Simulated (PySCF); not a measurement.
Computed shifts of a molecule C₂H₈N₂Si, PBE0/pcSseg-1 (PySCF), GIAO, gas phase, equivalent atoms averaged, in ppm (number of nuclei): ¹³C: 180.2 (1), 33.8 (1). ¹⁵N: 405.9 (1), 25.0 (1). ²⁹Si: -25.6 (1). ¹H: 8.73 (1), 5.16 (1), 4.90 (1), 2.41 (3), 1.27 (1), 0.96 (1). References: ¹³C against TMS (σ = 186.3 ppm); ¹⁵N against NH3 (σ = 267.4 ppm); ²⁹Si against TMS (σ = 352.7 ppm); ¹H against TMS (σ = 31.56 ppm), references at their B3LYP-D3(BJ)/def2-TZVP geometries, non-relativistic. Geometry: B3LYP-D3(BJ)/def2-SVP. The values are those of a single conformer.

Problem. Which structure fits?
A. C/C=N/[SiH2]N
B. CN(C)[Si]N
C. C/N=C/[SiH2]N
D. C=C[SiH](N)N

Solution. A, C/C=N/[SiH2]N
